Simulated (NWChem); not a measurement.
System: GeSiH3F3; SMILES F[Si](F)(F)[GeH3]

Input file for NWChem:

```
start job
memory heap 200 mb stack 900 mb global 1100 mb
geometry units angstroms
  F      1.615096    -0.372661     1.275428
  Si     0.849154    -0.038848    -0.070852
  F      1.532719     1.305359    -0.566514
  F      1.384136    -1.127732    -1.089274
  Ge    -1.431046     0.059152     0.120448
  H     -1.875358     1.264962     0.878461
  H     -1.982166    -1.125990     0.831838
  H     -2.100048     0.117413    -1.210289
end
basis spherical
  * library def2-svp
end
dft
  xc pbe0
  iterations 150
end
driver
  maxiter 120
end
task dft optimize
task dft freq
```

Excerpt of the output:

```
             Northwest Computational Chemistry Package (NWChem) 7.3.0
             --------------------------------------------------------

 C1  symmetry detected

                             Geometry "geometry" -> ""
                             -------------------------

 Output coordinates in angstroms (scale by  1.889725989 to convert to a.u.)

  No.       Tag          Charge          X              Y              Z
 ---- ---------------- ---------- -------------- -------------- --------------
    1 F                    9.0000     1.43924090     1.50470472    -0.00003891
    2 Si                  14.0000     0.00059841     0.84072132    -0.00142298
    3 F                    9.0000    -0.71955854     1.50621711     1.24690539
    4 F                    9.0000    -0.72004565     1.50435173    -1.24614154
    5 Ge                  32.0000    -0.00006000    -1.44958626     0.00014962
    6 H                    1.0000     0.44852472    -2.00607630     1.30975460
    7 H                    1.0000     0.90593887    -2.00795709    -1.03992663
    8 H                    1.0000    -1.35765173    -2.00676693    -0.26121868

 Effective nuclear repulsion energy (a.u.)     472.8782963645

                                Z-matrix (autoz)
                                --------

 Units are Angstrom for bonds and degrees for angles

      Type          Name      I     J     K     L     M      Value
      ----------- --------  ----- ----- ----- ----- ----- ----------
    1 Stretch                  1     2                       1.58448
    2 Stretch                  2     3                       1.58740
    3 Stretch                  2     4                       1.58400
    4 Stretch                  2     5                       2.29031
    5 Stretch                  5     6                       1.49197
    6 Stretch                  5     7                       1.48808
    7 Stretch                  5     8                       1.49058
    8 Bend                     1     2     3               103.62376
    9 Bend                     1     2     4               103.78021
   10 Bend                     1     2     5               114.79138
   11 Bend                     2     5     6               111.93202
   12 Bend                     2     5     7               111.99805
   13 Bend                     2     5     8               111.95902
   14 Bend                     3     2     4               103.64564
   15 Bend                     3     2     5               114.74410
   16 Bend                     4     2     5               114.79464
   17 Bend                     6     5     7               106.88752
   18 Bend                     6     5     8               106.75808
   19 Bend                     7     5     8               106.95984
   20 Torsion                  1     2     5     6          71.00721
   21 Torsion                  1     2     5     7         -49.01996
   22 Torsion                  1     2     5     8        -169.15902
   23 Torsion                  3     2     5     6         -48.89753
   24 Torsion                  3     2     5     7        -168.92470
   25 Torsion                  3     2     5     8          70.93625
   26 Torsion                  4     2     5     6        -168.83462
   27 Torsion                  4     2     5     7          71.13820
   28 Torsion                  4     2     5     8         -49.00085

                           NWChem Geometry Optimization
                           ----------------------------

 maximum gradient threshold         (gmax) =   0.000450
 rms gradient threshold             (grms) =   0.000300
 maximum cartesian step threshold   (xmax) =   0.001800
 rms cartesian step threshold       (xrms) =   0.001200
 fixed trust radius                (trust) =   0.300000
 source of zmatrix                         =   autoz

          -------------------
          Energy Minimization
          -------------------

 Using diagonal initial Hessian
 Scaling for Hessian diagonals: bonds = 1.00  angles = 0.25  torsions = 0.10

          --------
          Step   0

                                 NWChem DFT Module
                                 -----------------

 Summary of "ao basis" -> "ao basis" (spherical)
 ------------------------------------------------------------------------------
       Tag                 Description            Shells   Functions and Types
 ---------------- ------------------------------  ------  ---------------------
 F                          def2-svp                 6       14   3s2p1d
 Si                         def2-svp                 8       18   4s3p1d
 Ge                         def2-svp                12       32   5s4p3d
 H                          def2-svp                 3        5   2s1p

            General Information
            -------------------
          SCF calculation type: DFT
          Wavefunction type:  closed shell.
          No. of atoms     :     8
          No. of electrons :    76
           Alpha electrons :    38
            Beta electrons :    38
          Charge           :     0
          Spin multiplicity:     1
          Use of symmetry is: off; symmetry adaption is: off
          Maximum number of iterations: 150
          AO basis - number of functions:   107
                     number of shells:    47
          Convergence on energy requested:  1.00D-06
          Convergence on density requested:  1.00D-05
          Convergence on gradient requested:  5.00D-04

              XC Information
              --------------
                         PBE0 Method XC Functional
                     Hartree-Fock (Exact) Exchange  0.250
          PerdewBurkeErnzerhof Exchange Functional  0.750
            Perdew 1991 LDA Correlation Functional  1.000 local
           PerdewBurkeErnz. Correlation Functional  1.000 non-local

             Grid Information
             ----------------
          Grid used for XC integration:  medium
          Radial quadrature: Mura-Knowles
          Angular quadrature: Lebedev.
          Tag              B.-S. Rad. Rad. Pts. Rad. Cut. Ang. Pts.
          ---              ---------- --------- --------- ---------
          F                   0.50       49          11.0       434
          Si                  1.10       88          10.0       590
          Ge                  1.25      112           9.0       590
          H                   0.35       45          10.0       434
          Grid pruning is: on
          Number of quadrature shells:   482
          Spatial weights used:  Erf1

      Superposition of Atomic Density Guess
      -------------------------------------

 Sum of atomic energies:       -2663.15740583

      Non-variational initial energy
      ------------------------------

 Total energy =   -2664.368912
 1-e energy   =   -4656.815254
 2-e energy   =    1519.568045
 HOMO         =      -0.386768
 LUMO         =       0.059612

   convergence    iter        energy       DeltaE   RMS-Dens  Diis-err
 ---------------- ----- ----------------- --------- --------- ---------
 d= 0,ls=0.0,diis     1  -2666.6243933137 -3.14D+03  1.46D-02  1.04D+00
 d= 0,ls=0.0,diis     2  -2666.5789485173  4.54D-02  6.95D-03  1.91D+00
 d= 0,ls=0.0,diis     3  -2666.7439454060 -1.65D-01  6.88D-04  1.33D-02
 d= 0,ls=0.0,diis     4  -2666.7448317946 -8.86D-04  2.01D-04  8.85D-04
 d= 0,ls=0.0,diis     5  -2666.7449000644 -6.83D-05  5.07D-05  5.51D-05
  Resetting Diis
 d= 0,ls=0.0,diis     6  -2666.7449047195 -4.66D-06  1.07D-05  2.61D-06
 d= 0,ls=0.0,diis     7  -2666.7449048969 -1.77D-07  5.47D-06  1.57D-07

         Total DFT energy =    -2666.744904896907
      One electron energy =    -4658.031698553280
           Coulomb energy =     1650.428268085856
    Exchange-Corr. energy =     -132.019770794004
 Nuclear repulsion energy =      472.878296364521

 Numeric. integr. density =       76.000021482139

                       DFT Final Molecular Orbital Analysis
                       ------------------------------------

[...]

      ----------------------
      Optimization converged
      ----------------------

  Step       Energy      Delta E   Gmax     Grms     Xrms     Xmax
  ---- ---------------- -------- -------- -------- -------- --------
@   10   -2666.75197189 -2.2D-08  0.00001  0.00000  0.00055  0.00108
                                     ok       ok       ok       ok

                                Z-matrix (autoz)
                                --------

 Units are Angstrom for bonds and degrees for angles

      Type          Name      I     J     K     L     M      Value     Gradient
      ----------- --------  ----- ----- ----- ----- ----- ---------- ----------
    1 Stretch                  1     2                       1.60750    0.00000
    2 Stretch                  2     3                       1.60752   -0.00000
    3 Stretch                  2     4                       1.60749    0.00001
    4 Stretch                  2     5                       2.35684   -0.00000
    5 Stretch                  5     6                       1.53472    0.00001
    6 Stretch                  5     7                       1.53474    0.00001
    7 Stretch                  5     8                       1.53473    0.00001
    8 Bend                     1     2     3               106.91588   -0.00000
    9 Bend                     1     2     4               106.91910    0.00000
   10 Bend                     1     2     5               111.91118   -0.00000
   11 Bend                     2     5     6               108.99804    0.00000
   12 Bend                     2     5     7               108.99689   -0.00000
   13 Bend                     2     5     8               109.00728    0.00000
   14 Bend                     3     2     4               106.91480   -0.00000
   15 Bend                     3     2     5               111.92497    0.00001
   16 Bend                     4     2     5               111.92026   -0.00000
   17 Bend                     6     5     7               109.93761   -0.00000
   18 Bend                     6     5     8               109.93502   -0.00000
   19 Bend                     7     5     8               109.94011   -0.00000
   20 Torsion                  1     2     5     6          60.01897    0.00000
   21 Torsion                  1     2     5     7         -59.97716    0.00000
   22 Torsion                  1     2     5     8        -179.98184    0.00000
   23 Torsion                  3     2     5     6         -59.97909   -0.00000
   24 Torsion                  3     2     5     7        -179.97522   -0.00000
   25 Torsion                  3     2     5     8          60.02010   -0.00000
   26 Torsion                  4     2     5     6        -179.98210   -0.00000
   27 Torsion                  4     2     5     7          60.02176   -0.00000
   28 Torsion                  4     2     5     8         -59.98292   -0.00000

                         Geometry "geometry" -> "geometry"
                         ---------------------------------

 Output coordinates in angstroms (scale by  1.889725989 to convert to a.u.)

  No.       Tag          Charge          X              Y              Z
 ---- ---------------- ---------- -------------- -------------- --------------
    1 F                    9.0000     1.48496131     1.47604892     0.13844037
    2 Si                  14.0000    -0.00011743     0.87647256     0.00016917
    3 F                    9.0000    -0.86242590     1.47782176     1.21628128
    4 F                    9.0000    -0.62222355     1.47575466    -1.35551224
    5 Ge                  32.0000    -0.00074390    -1.48036471     0.00188206
    6 H                    1.0000     0.60422255    -1.97917335     1.32118967
    7 H                    1.0000     0.83890709    -1.98103016    -1.18122105
    8 H                    1.0000    -1.44559319    -1.97992138    -0.13316838

 Effective nuclear repulsion energy (a.u.)     464.2885946227

                Final and change from initial internal coordinates
                --------------------------------------------------

                                Z-matrix (autoz)
                                --------

 Units are Angstrom for bonds and degrees for angles

[...]

 Rotational Constants
 --------------------
 A=   0.126633 cm-1  (  0.182192 K)
 B=   0.043686 cm-1  (  0.062853 K)
 C=   0.043686 cm-1  (  0.062853 K)

 Temperature                      =   298.15K
 frequency scaling parameter      =   1.0000

 Zero-Point correction to Energy  =   20.745 kcal/mol  (  0.033059 au)
 Thermal correction to Energy     =   25.376 kcal/mol  (  0.040439 au)
 Thermal correction to Enthalpy   =   25.968 kcal/mol  (  0.041383 au)

 Total Entropy                    =   86.914 cal/mol-K
   - Translational                =   41.136 cal/mol-K (mol. weight = 161.9175)
   - Rotational                   =   28.279 cal/mol-K (symmetry #  =        1)
   - Vibrational                  =   17.499 cal/mol-K

 Cv (constant volume heat capacity) =   23.899 cal/mol-K
   - Translational                  =    2.979 cal/mol-K
   - Rotational                     =    2.979 cal/mol-K
   - Vibrational                    =   17.941 cal/mol-K

[normal modes left out]

 ----------------------------------------------------------------------------
 Normal Eigenvalue ||           Projected Infra Red Intensities
  Mode   [cm**-1]  || [atomic units] [(debye/angs)**2] [(KM/mol)] [arbitrary]
 ------ ---------- || -------------- ----------------- ---------- -----------
    1       -0.000 ||    0.000243           0.006         0.236       0.056
    2       -0.000 ||    0.000004           0.000         0.004       0.001
    3       -0.000 ||    0.000069           0.002         0.068       0.016
    4        0.000 ||    0.000270           0.006         0.263       0.062
    5        0.000 ||    0.000252           0.006         0.246       0.058
    6        0.000 ||    0.000257           0.006         0.250       0.059
    7       82.108 ||    0.000000           0.000         0.000       0.000
    8      129.603 ||    0.001782           0.041         1.737       0.410
    9      129.620 ||    0.001782           0.041         1.737       0.411
   10      232.684 ||    0.025582           0.590        24.939       5.893
   11      294.004 ||    0.017605           0.406        17.162       4.056
   12      294.042 ||    0.017606           0.406        17.163       4.056
   13      467.404 ||    0.083145           1.918        81.054      19.154
   14      490.373 ||    0.008463           0.195         8.250       1.950
   15      490.383 ||    0.008463           0.195         8.250       1.950
   16      785.420 ||    0.247057           5.700       240.844      56.915
   17      864.839 ||    0.085355           1.969        83.208      19.663
   18      877.538 ||    0.016129           0.372        15.723       3.716
   19      877.548 ||    0.016123           0.372        15.718       3.714
   20      975.928 ||    0.156790           3.617       152.847      36.120
   21      975.991 ||    0.156792           3.617       152.849      36.120
   22     2177.454 ||    0.032054           0.740        31.247       7.384
   23     2186.634 ||    0.082984           1.915        80.897      19.117
   24     2186.670 ||    0.082992           1.915        80.905      19.119
 ----------------------------------------------------------------------------
```

Level: PBE0/def2-SVP. The printed entropy takes a lower symmetry number than the molecule has.
